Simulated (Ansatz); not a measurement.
Start from `C[O][Ti]([NH2])([O]C)[O]C` and change one atom or group to get `C[O][Ti]([Cl])([O]C)[O]C`.

Ansatz, PBE0-D4/def2-TZVP geometries, multiplicity 1. Each molecule was computed in one conformer, which needn't be the lowest.

Scalar relativity is left out up to krypton.

| property | `C[O][Ti]([NH2])([O]C)[O]C` |
| --- | --- |
| size of the dipole moment (ωB97M-V/def2-TZVPP) / D | 0.87 |
| size of the dipole moment (B3LYP/def2-TZVPP) / D | 0.89 |
| HOMO energy (PBE/def2-TZVPP) / eV | -5.63 |
| HOMO–LUMO gap (PBE/def2-TZVPP) / eV | 3.99 |
| HOMO energy (ωB97M-V/def2-TZVPP) / eV | -9.41 |
| HOMO energy (PBE0/def2-TZVPP) / eV | -7.04 |

What does the change do to each property? (Best estimate.)

Computed: 
```csv
property,`C[O][Ti]([Cl])([O]C)[O]C`,shift
size of the dipole moment (ωB97M-V/def2-TZVPP) / D,4.00,3.13
size of the dipole moment (B3LYP/def2-TZVPP) / D,4.01,3.12
HOMO energy (PBE/def2-TZVPP) / eV,-6.64,-1.01
HOMO–LUMO gap (PBE/def2-TZVPP) / eV,4.47,0.48
HOMO energy (ωB97M-V/def2-TZVPP) / eV,-10.37,-0.96
HOMO energy (PBE0/def2-TZVPP) / eV,-8.10,-1.06
```

With PBE0 the HOMO falls by 1.06 eV and the LUMO falls by 0.59 eV, so the gap widens by about 0.47 eV. PBE moves the HOMO by -1.01 eV and ωB97M-V by -0.96 eV. Dipoles are sizes alone; their direction can turn.

Positive LUMOs are unbound, so they and the gaps depend on the basis.

B3LYP here is the variant with VWN-RPA as its local correlation; programs differ in this.
